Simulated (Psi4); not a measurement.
C4H12Ge, charge +1, doublet, at a GFN2-xTB geometry of the parent state (a state made from the parent by changing its charge; the spin is typed, not shown lowest); Psi4 1.11 with TPSS/3-21G.

Here is a job for Psi4.
```
memory 2 GB

molecule mol {
1 2
C    -0.239471   -1.065952   -1.659899
Ge    0.000000    0.000000   -0.000000
C    -0.067197    1.936485   -0.440882
C    -1.452323   -0.437865    1.283704
C     1.758991   -0.432668    0.817077
H    -1.195748   -0.846218   -2.125425
H    -0.206362   -2.129771   -1.443892
H     0.544068   -0.843403   -2.378233
H     0.061617    2.540654    0.452343
H    -1.021103    2.197555   -0.889625
H     0.718713    2.200370   -1.142433
H    -2.425299   -0.209483    0.858704
H    -1.435912   -1.493036    1.540238
H    -1.342578    0.133616    2.200673
H     1.819614   -1.487768    1.067186
H     2.570043   -0.201400    0.132844
H     1.912947    0.138884    1.727621
}

set {
  basis 3-21g
  reference uks
}

energy('tpss')
print_variables()
```

Q: Write the output that Psi4 gives for this input, abridged.

A: 
```
   => Loading Basis Set <=

    Name: 3-21G
    Role: ORBITAL
    Keyword: BASIS

         ---------------------------------------------------------
                                   SCF
               by Justin Turney, Rob Parrish, Andy Simmonett
                          and Daniel G. A. Smith
                              UKS Reference
         ---------------------------------------------------------

  ==> Geometry <==

    Molecular point group: c1
    Full point group: C1

    Geometry (in Angstrom), charge = 1, multiplicity = 2:

       Center              X                  Y                   Z               Mass
    ------------   -----------------  -----------------  -----------------  -----------------
         C           -0.239471000000    -1.065952000000    -1.659899007520    12.000000000000
         GE          -0.000000000000     0.000000000000    -0.000000007520    73.921177761000
         C           -0.067197000000     1.936485000000    -0.440882007520    12.000000000000
         C           -1.452323000000    -0.437865000000     1.283703992480    12.000000000000
         C            1.758991000000    -0.432668000000     0.817076992480    12.000000000000
         H           -1.195748000000    -0.846218000000    -2.125425007520     1.007825032230
         H           -0.206362000000    -2.129771000000    -1.443892007520     1.007825032230
         H            0.544068000000    -0.843403000000    -2.378233007520     1.007825032230
         H            0.061617000000     2.540654000000     0.452342992480     1.007825032230
         H           -1.021103000000     2.197555000000    -0.889625007520     1.007825032230
         H            0.718713000000     2.200370000000    -1.142433007520     1.007825032230
         H           -2.425299000000    -0.209483000000     0.858703992480     1.007825032230
         H           -1.435912000000    -1.493036000000     1.540237992480     1.007825032230
         H           -1.342578000000     0.133616000000     2.200672992480     1.007825032230
         H            1.819614000000    -1.487768000000     1.067185992480     1.007825032230
         H            2.570043000000    -0.201400000000     0.132843992480     1.007825032230
         H            1.912947000000     0.138884000000     1.727620992480     1.007825032230

  Running in c1 symmetry.

  Rotational constants: A =      0.09361  B =      0.09361  C =      0.09361 [cm^-1]
  Rotational constants: A =   2806.29798  B =   2806.29767  C =   2806.29695 [MHz]
  Nuclear repulsion =  395.501409106494350

  Charge       = 1
  Multiplicity = 2
  Electrons    = 67
  Nalpha       = 34
  Nbeta        = 33

  ==> Algorithm <==

  SCF Algorithm Type is DF.
  DIIS enabled.
  MOM disabled.
  Fractional occupation disabled.
  Guess Type is SAD.
  Energy threshold   = 1.00e-06
  Density threshold  = 1.00e-06
  Integral threshold = 1.00e-12

  ==> Primary Basis <==

  Basis Set: 3-21G
    Blend: 3-21G
    Number of shells: 54
    Number of basis functions: 83
    Number of Cartesian functions: 83
    Spherical Harmonics?: false
    Max angular momentum: 2

  ==> DFT Potential <==

   => LibXC <=

    Version 7.1.2
    S. Lehtola, C. Steigemann, M. J. T. Oliveira, and M. A. L. Marques,  SoftwareX 7, 1–5 (2018) (10.1016/j.softx.2017.11.002)

   => Composite Functional: TPSS <=

    TPSS Meta-GGA XC Functional

    J. Tao, et al., Phys. Rev. Lett., 91, 146401, 2003

    Deriv               =              1
    GGA                 =           TRUE
    Meta                =           TRUE

    Exchange Hybrid     =          FALSE
    MP2 Hybrid          =          FALSE

   => Exchange Functionals <=

    1.0000   XC_MGGA_X_TPSS

   => Correlation Functionals <=

    1.0000   XC_MGGA_C_TPSS

   => LibXC Density Thresholds  <==

    XC_MGGA_C_TPSS:  1.00E-15
    XC_MGGA_X_TPSS:  1.00E-15

   => Molecular Quadrature <=

    Radial Scheme          =       TREUTLER
    Pruning Scheme         =           NONE
[...]
   @DF-UKS iter  10: -2225.42170789644751   -1.53599e-03   1.61980e-03 ADIIS/DIIS
   @DF-UKS iter  11: -2225.42051816935509    1.18973e-03   1.69079e-03 ADIIS/DIIS
   @DF-UKS iter  12: -2225.42537730611184   -4.85914e-03   1.48067e-03 ADIIS/DIIS
   @DF-UKS iter  13: -2225.42347561990709    1.90169e-03   1.59568e-03 ADIIS/DIIS
   @DF-UKS iter  14: -2225.41726105045154    6.21457e-03   1.88386e-03 ADIIS/DIIS
   @DF-UKS iter  15: -2225.42585747358726   -8.59642e-03   1.47315e-03 ADIIS/DIIS
   @DF-UKS iter  16: -2225.42647040356997   -6.12930e-04   1.48759e-03 ADIIS/DIIS
   @DF-UKS iter  17: -2225.41977507730007    6.69533e-03   1.82102e-03 ADIIS/DIIS
   @DF-UKS iter  18: -2225.43178352485984   -1.20084e-02   1.19027e-03 ADIIS/DIIS
   @DF-UKS iter  19: -2225.44046091255950   -8.67739e-03   2.97519e-04 ADIIS/DIIS
   @DF-UKS iter  20: -2225.44030360789748    1.57305e-04   3.36702e-04 ADIIS/DIIS
   @DF-UKS iter  21: -2225.44104615363131   -7.42546e-04   1.59210e-05 DIIS
   @DF-UKS iter  22: -2225.44104628654895   -1.32918e-07   1.62462e-05 DIIS
   @DF-UKS iter  23: -2225.44104772368473   -1.43714e-06   6.69079e-06 DIIS
   @DF-UKS iter  24: -2225.44104784589445   -1.22210e-07   5.02357e-06 DIIS
   @DF-UKS iter  25: -2225.44104800935065   -1.63456e-07   5.62537e-07 DIIS
  Energy and wave function converged.

  ==> Post-Iterations <==

   Electrons on quadrature grid:
      Nalpha   =   33.9999888959 ; deviation = -1.110e-05
      Nbeta    =   32.9999869452 ; deviation = -1.305e-05
      Ntotal   =   66.9999758411 ; deviation = -2.416e-05

   @Spin Contamination Metric:   2.118490541E-03
   @S^2 Expected:                7.500000000E-01
   @S^2 Observed:                7.521184905E-01
   @S   Expected:                5.000000000E-01
   @S   Observed:                5.000000000E-01

    Orbital Energies [Eh]
    ---------------------

    Alpha Occupied:

[...]
      34A     -0.469795

    Alpha Virtual:

[...]
      83A      8.321161

    Beta Occupied:

[...]
    Beta Virtual:

[...]
    Final Occupation by Irrep:
              A
    DOCC [    33 ]
    SOCC [     1 ]
    NA   [    34 ]
    NB   [    33 ]

  @DF-UKS Final Energy: -2225.44104800935065

   => Energetics <=

    Nuclear Repulsion Energy =            395.5014091064943500
    One-Electron Energy =               -3868.2830407127848957
    Two-Electron Energy =                1352.0924760720808990
    DFT Exchange-Correlation Energy =    -104.7518924751412328
    Empirical Dispersion Energy =           0.0000000000000000
    VV10 Nonlocal Energy =                  0.0000000000000000
    Total Energy =                      -2225.4410480093506521

  UHF NO Occupations:
  HONO-2 :   32  A 1.9996485
  HONO-1 :   33  A 1.9996484
  HONO-0 :   34  A 1.0000000
  LUNO+0 :   35  A 0.0003516
  LUNO+1 :   36  A 0.0003515
  LUNO+2 :   37  A 0.0001846
  LUNO+3 :   38  A 0.0000635

Computation Completed

Properties will be evaluated at   0.000000,   0.000000,   0.000000 [a0]

Properties computed using the SCF density matrix

 Multipole Moments:

 ------------------------------------------------------------------------------------
     Multipole            Electronic (a.u.)      Nuclear  (a.u.)        Total (a.u.)
 ------------------------------------------------------------------------------------

 L = 1.  Multiply by 2.5417464519 to convert [e a0] to [Debye]
 Dipole X            :         -0.0000193            0.0000000           -0.0000193
 Dipole Y            :         -0.0000409           -0.0000000           -0.0000409
 Dipole Z            :         -0.0000372            0.0000009           -0.0000363
 Magnitude           :                                                    0.0000580

 ------------------------------------------------------------------------------------

  Variable Map:
  ----------------------------------------------------------------------------
[...]
  Array Variable Map:
  ----------------------------------------------------------------------------
[...]
[...]
```
